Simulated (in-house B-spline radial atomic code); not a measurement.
# RPBE excitations of Se⁶⁺

Method: RPBE. Computed with a B-spline radial code for spherical atoms: linear response of the closed shell [Ar] 3d10 with the functional's adiabatic kernel; non-relativistic, point nucleus, no spin-orbit coupling, no double excitations, S, P, D and F terms only. Only terms of natural parity with L up to 3 were computed.

Without relativity these are model numbers for so heavy an element.

Command:
```bash
python run_td.py task.json out
```
Settings (radii: box in bohr, nucleus in fm):
```
Z                        34
electrons                28
configuration            [Ar] 3d10
hamiltonian              nr
method                   rpbe,pbe
box_radius               14.35
intervals                53
```

Run time, properties included: 1.1 s on 1 thread of Arm Neoverse N1, on a shared host.

The lowest states, in the order of their Tamm-Dancoff energies; the method's threshold (minus the highest occupied level) is 140.61 eV. Labels give the largest channel, * marks a mixed state, and oscillator strengths are full-response dipole values. Semilocal kernels can invert the small singlet-triplet splittings of Rydberg terms. Energies in eV:

```
     state  full response  Tamm-Dancoff  oscillator strength
3d → 4s 3D          51.59         51.61                    -
3d → 4s 1D          52.33         52.34                    -
3d → 4p 3P              ?             ?                    -
3d → 4p 3F          65.80         65.82                    -
3d → 4p 1F          66.35         66.35                    -
3d → 4p 1P          67.57         67.65                0.527
3d → 4d 3S              ?             ?                    -
3d → 4d 3D          88.25         88.26                    -
3d → 4d 1D          89.01         89.03                    -
3d → 4d 1S          94.34         95.12                    -
```

(1) Where does 3d → 4p 3P lie?

(2) Where does 3d → 4d 3S lie?

(3) How large is the singlet-triplet splitting of 3d → 4s (D terms) in Tamm-Dancoff?

(4) What polarisabilities and dispersion coefficient does the method give?

Answers

(1) At 65.65 eV in full response, 65.67 eV in Tamm-Dancoff.

(2) At 87.34 eV in full response, 87.38 eV in Tamm-Dancoff.

(3) 0.727 eV, from the unrounded values.

(4) Dipole 0.3817 bohr³, quadrupole 0.362 bohr⁵, C6 0.5588 hartree·bohr⁶ for two such species.
